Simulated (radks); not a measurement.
Results of a calculation; reference values are marked as such.
Orbital eigenvalues (eV) of the bismuth ion Bi+, [Hg] 6p2, of relativity; Dirac values are averaged over j with weights 2j + 1. Spin-unpolarised spherical Kohn-Sham, LDA (Slater exchange, Perdew-Wang correlation), point nucleus unless stated (finite: rms radius 5.5211 fm), a radial shooting solver on a logarithmic mesh with Libxc functionals. A level marked "c x" has the speed of light scaled by that factor and shares open shells by 2j + 1; other Dirac levels either fill j = l - 1/2 first or share by 2j + 1.

| shell | non-rel. |
|---|---|
| 3s | -3290.1 |
| 3p | -3052.6 |
| 3d | -2607.6 |
| 4s | -744.67 |
| 4p | -639.86 |
| 4d | -445.74 |
| 4f | -181.73 |
| 5s | -133.52 |
| 5p | -97.645 |
| 5d | -38.992 |
| 6s | -18.933 |
| 6p | -11.714 |

Give the values at the level "Dirac, c x 3".

Answer. 
shell  Dirac, c x 3  change of magnitude (%)
3s          -3347.6                    +1.75
3p          -3075.7                    +0.76
3d          -2605.7                    -0.07
4s          -759.09                    +1.94
4p          -645.20                    +0.83
4d          -444.92                    -0.18
4f          -179.48                    -1.24
5s          -136.33                    +2.10
5p          -98.368                    +0.74
5d          -38.604                    -0.99
6s          -19.221                    +1.52
6p          -11.721                    +0.05
